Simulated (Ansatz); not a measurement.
Consider the redistribution: `N[SiH2][CH2][GeH2][NH2]` + `[SiH3][TeH]` → `N[SiH2][TeH]` + `[NH2][GeH2][CH2][SiH3]`.

Program: Ansatz. Geometries: PBE0-D4/def2-TZVP. ΔE: electronic, gas phase. CBS: MP2 limit from def2 TZ/QZ plus the TZ coupled-cluster correction, frozen cores. Functionals use def2-TZVPP. B3LYP here is the variant with VWN-RPA as its local correlation; programs differ in this. def2 core potentials past Kr. For Ge, Te outer-core shells are correlated without core-valence functions, which leaves a few kJ/mol of doubt a bond. Scalar relativity is left out up to krypton. Each species was taken in one conformer, which may not be the lowest.

```tsv
level	ΔE (kcal/mol)	difference from CCSD(T)/CBS
PBE-D4	0.7	-0.2
r2SCAN-D4	0.7	-0.2
ωB97M-V	1.0	0.1
B2PLYP	0.6	-0.3
PBE	0.3	-0.6
r2SCAN	0.6	-0.3
PBE0	0.5	-0.4
B3LYP	0.3	-0.6
HF/def2-TZVPP	0.3	-0.6
MP2/def2-TZVPP	1.0	0.1
SCS-MP2/def2-TZVPP	0.9	0.0
CCSD/def2-TZVPP	1.2	0.3
CCSD(T)/def2-TZVPP	1.3	0.4
SCS-MP2/def2-QZVPP	0.6	-0.3
MP2/CBS(def2)	0.6	-0.3
CCSD/CBS(def2)	0.8	-0.1
CCSD(T)/CBS	0.9	0
```

Largest T1 diagnostic among the species: 0.011.
